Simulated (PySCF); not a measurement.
Species: C6H2N (doublet state).
Bonds: C1–C2 (double), C2–C3 (double), C3–C4, C4–C5 (triple), C5–C6, C6–N7 (triple). Hydrogens: H8, H9 on C1.

Identity: `C=C=[C]C#CC#N` [radical].

Computed, not measured: UKS B3LYP, pcH-1 on C H N, non-relativistic, mean-field spin-orbit, GIAO (PySCF). Geometry: GFN2-xTB; no solvent, vibrations or thermal averaging. Couplings are sensitive to structure, and on GFN2-xTB geometries they can be far from those on DFT ones. Stability of the SCF solution: not tested. ⟨S²⟩ is 0.795 where a pure state has 0.75.

**Question.** Break the g tensor into its mass correction, gauge correction and orbital-Zeeman/spin–orbit terms.

**Answer.** 
| Δg (ppm) | 1 | 2 | 3 |
| --- | --- | --- | --- |
| relativistic mass correction | -157 | -157 | -157 |
| gauge correction | -5 | 28 | 38 |
| orbital Zeeman/spin–orbit | 96 | 1013 | 1487 |
| total | -65 | 885 | 1368 |

So g = 2.00225, 2.00320, 2.00369 and g_iso = 2.00305; the tensor is rhombic: the two nearest values differ by 34 % of g3 − g1. Axes: g1 is normal to the molecular plane and g3 points within 1° of the C3–C4 bond.

**Question.** What effective moment and Curie constant follow for a powder?

**Answer.** With the mean of g² = 4.0122 and S(S+1) = 0.75: μ_eff = √(⟨g²⟩S(S+1)) = 1.735 μB and χT = 0.12505·⟨g²⟩·S(S+1) = 0.376 cm³ K/mol (cgs; spin-Hamiltonian part alone).

**Question.** How much does each term add to the isotropic shift?

**Answer.** The orbital-Zeeman/spin–orbit term 865, the mass correction -157 and the gauge correction 20 ppm, for a total of 729 ppm. The orbital-Zeeman/spin–orbit term is the largest in size. The mass correction is the same along every axis, so the anisotropy comes from the other two: their spans along these axes are 42 (gauge) and 1390 ppm (orbital Zeeman/spin–orbit).

**Question.** In a frozen sample, at which fields do the three g values resonate at 9.5, 34, 94 and 263 GHz (hyperfine left aside), and which band first spreads them over more than twice a line width of 0.5 mT?

**Answer.** 
| band | GHz | B(g3) mT | B(g2) mT | B(g1) mT | spread mT |
| --- | --- | --- | --- | --- | --- |
| X | 9.5 | 338.75 | 338.83 | 338.99 | 0.24 |
| Q | 34.0 | 1212.38 | 1212.67 | 1213.24 | 0.87 |
| W | 94.0 | 3351.86 | 3352.67 | 3354.26 | 2.40 |
| J | 263.0 | 9378.09 | 9380.35 | 9384.80 | 6.71 |

The spread grows in proportion to the frequency. W band is the first where it exceeds 1.0 mT.

Largest spin populations (Mulliken): C1 (+0.60), C3 (+0.48), C5 (+0.40) and C2 (-0.28). Four atoms exceed +0.15. The angles at C1 add up to 360.0°, so it is planar.

The HOMO–LUMO gaps are 4.02 eV among the α and 3.42 eV among the β orbitals.

The SMILES draws the unpaired electron on C3; the largest computed Mulliken spin population is on C1 (0.60 against 0.48).
